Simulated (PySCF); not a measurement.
SMILES O=C[CH2][GeH3] (C₂H₆GeO) (PBE0/def2-SVP optimised geometry):

```
10

O      1.477    -0.559     0.000
C      0.274    -0.559     0.000
C     -0.579     0.665     0.000
Ge    -1.220     1.091     1.824
H     -0.296    -1.527     0.028
H      0.000     1.527    -0.363
H     -1.477     0.516    -0.620
H     -1.969    -0.125     2.402
H     -0.021     1.437     2.719
H     -2.180     2.289     1.729
```

Method: PBE0/def2-TZVP run with PySCF.

### Question
What are the frontier orbital energies and the dipole moment?

### Answer
HOMO-2 -9.74 eV, HOMO-1 -9.17 eV, HOMO -7.45 eV, LUMO -0.86 eV, LUMO+1 0.59 eV; dipole moment 2.86 D.

Meta-Löwdin charges at PBE0/def2-TZVP: O1 -0.40, C2 0.28, C3 -0.45, Ge4 0.37, H5 0.07, H6 0.14, H7 0.14, H8 -0.06, H9 -0.05, H10 -0.05.
